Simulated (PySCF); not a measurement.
Zero-point energy (kcal/mol) of eight molecules of H, C, N, O, S and their like: PBE-D3(BJ) beside PBE0-D3(BJ), computed with PySCF for isolated molecules in the bases named; differences from unrounded values. The eight are the first of their class met in an unordered collection, after screening for sound electronic states; none was chosen by its value. Each level has its own optimised geometry.

```
molecule                                                         basis  PBE0-D3(BJ)  PBE-D3(BJ)  difference
----------------------------------------------------------  ----------  -----------  ----------  ----------
H3P, SMILES P                                               def2-TZVPD        15.03       14.52       -0.51
2-hydroxyethyl prop-2-enoate (C₅H₈O₃), SMILES C=CC(=O)OCCO    def2-SVP        81.56       78.47       -3.09
C4H8O2, SMILES OCC1COC1                                       def2-SVP        76.11       73.22       -2.89
C5H9N, SMILES C1C(C1)(C=C)N                                   def2-SVP        82.75       79.91       -2.84
C5H7N, SMILES C#CC/C=N/C                                      def2-SVP        66.73       64.28       -2.45
Se(iPr)(SH) (C₃H₈SSe), SMILES CC(C)[Se]S                      def2-SVP        65.20       62.99       -2.21
C5H6Se, SMILES [C@H]1([C@H]([SeH])C1)C#C                      def2-SVP        55.94       53.74       -2.20
C₄H₉N, SMILES C/C=N/CC                                        def2-SVP        78.47       75.81       -2.66
```

PBE-D3(BJ) lies below PBE0-D3(BJ) in 8 and above it in 0 of the eight; the mean signed difference is -2.36 and the largest -3.09 kcal/mol.
